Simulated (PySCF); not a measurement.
## Dipole response of Ir⁵⁶⁺ (iridium, charge +56)

[Ar] 3d3, high-spin 4F determinant. All numbers are calculated (PySCF 2.14, the spin-free X2C one-electron Hamiltonian (Gaussian nucleus), in an uncontracted even-tempered set (17 s from 14 bohr⁻², ratio 2.5; 13 p from 18 bohr⁻², ratio 2.5; 7 d from 18 bohr⁻², ratio 2.5; 4 f from 67 bohr⁻², ratio 2.7; 3 g from 100 bohr⁻², ratio 2.7)). Coupled (time-dependent) response in atomic units; α is the mean over directions.

```csv
method,mean α (bohr³),C₆ (like pair),S(−4)
UHF,0.002562,0.0001534,5.080e-06
PBE0,0.002557,0.0001529,5.088e-06
```

S(−4) is the Cauchy moment in α(ω) = α(0) + S(−4) ω² + …

Spin-orbit coupling is absent.

α(iu) at UHF:

```csv
u (hartree),α(iu) (bohr³)
0,0.002562
3.00,0.002517
6.00,0.002394
12.0,0.002025
18.0,0.001655
24.0,0.001364
30.0,0.001153
45.0,0.0008401
60.0,0.0006749
90.0,0.0004914
150,0.0003025
```

A single London oscillator, α(iu) = α/(1 + u²/ω²), gives C₆ = (3/4) ω α². Matching the computed C₆ needs ω = 4 × 0.0001534 / (3 × 0.002562²) = 31.2 hartree.

For an ion, C₆ is the dispersion term alone; charge-induced terms of lower order in 1/R come first.

Spin-orbit coupling is strong in this species (close to jj coupling), so the high-spin LS determinant is a model state, not a physical level.
